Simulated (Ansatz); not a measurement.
C₂H₄N, charge +1, singlet, at a GFN2-xTB geometry; Ansatz (a program for electronic structure) with PBE0/6-31G**.

Input for Ansatz:
Ansatz 0.2 input:
```yaml
crystal:
  periodic: [false, false, false]
  atoms:
    - {symbol: C, position_ang: [-1.20928336, 0.04360792, -0.25940828]}
    - {symbol: C, position_ang: [0.14519314, -0.00523580, 0.03114597]}
    - {symbol: N, position_ang: [1.26727056, -0.04569899, 0.27184735]}
    - {symbol: H, position_ang: [-1.49115001, -0.80869085, -0.88716666]}
    - {symbol: H, position_ang: [-1.44702356, 0.96974746, -0.79390591]}
    - {symbol: H, position_ang: [-1.79477188, 0.00961794, 0.66578923]}
    - {symbol: H, position_ang: [2.24659284, -0.08101429, 0.48192575]}
basis:
  gaussian:
    orbitals: 6-31G__.json
hamiltonian:
  xc: pbe0
total_charge: 1
accuracy: high
```
The basis file holds 6-31G** in the JSON format of the Basis Set Exchange.

Predict the main parts of the log of this Ansatz run.


```
Functional definition: PBE0
1407 factors; integrals over basis functions are off by at most 3.4e-9 eV
mean field evaluation 1: about -3609.4878 eV, gradient 5.8e1 eV
mean field evaluation 2: about -3608.4904 eV, gradient 6.2e1 eV
mean field evaluation 4: about -3616.5824 eV, gradient 1.3e0 eV
mean field evaluation 8: about -3616.5841 eV, gradient 2.0e-2 eV
mean field evaluation 16: about -3616.5841 eV, gradient 2.9e-8 eV
mean field -3616.58406209 eV, -132.9070128730 hartree, gradient 2.9e-8 eV, S^2 0.000000; 0 other end points of the search recorded, 0 dependent functions left out
reference -3616.58406358 eV, -132.9070129277 hartree; 11, 11 occupied and 54, 54 virtual orbitals, 1407 factors
Total energy: -3616.58406358 eV, -132.9070129277 hartree
```
